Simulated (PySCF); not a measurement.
C3H7NSi, SMILES C#CCN[SiH3]. Coordinates come from a r2SCAN-D4/def2-SVP optimisation. Other conformers were not sampled.

Computed equilibrium geometry at r2SCAN-D4/def2-SVP (PySCF confirms it by a frequency run) as bond lengths and angles (one conformer of several):
Atoms: C1 C2 C3 N4 Si5 H6 H7 H8 H9 H10 H11 H12. Bonds (Å): C1–C2 1.215, C1–H6 1.074, C2–C3 1.469, C3–N4 1.456, C3–H7 1.106, C3–H8 1.106, N4–Si5 1.743, N4–H9 1.018, Si5–H10 1.494, Si5–H11 1.492, Si5–H12 1.501. Bond angles (°): C2–C1–H6 179.6, C1–C2–C3 177.9, C2–C3–N4 114.9, C2–C3–H7 108.9, C2–C3–H8 108.8, N4–C3–H7 108.6, N4–C3–H8 109.9, H7–C3–H8 105.3, C3–N4–Si5 122.3, C3–N4–H9 112.0, Si5–N4–H9 116.3, N4–Si5–H10 107.2, N4–Si5–H11 106.9, N4–Si5–H12 116.3, H10–Si5–H11 111.0, H10–Si5–H12 107.5, H11–Si5–H12 108.0.
Charge 0, spin multiplicity 1.
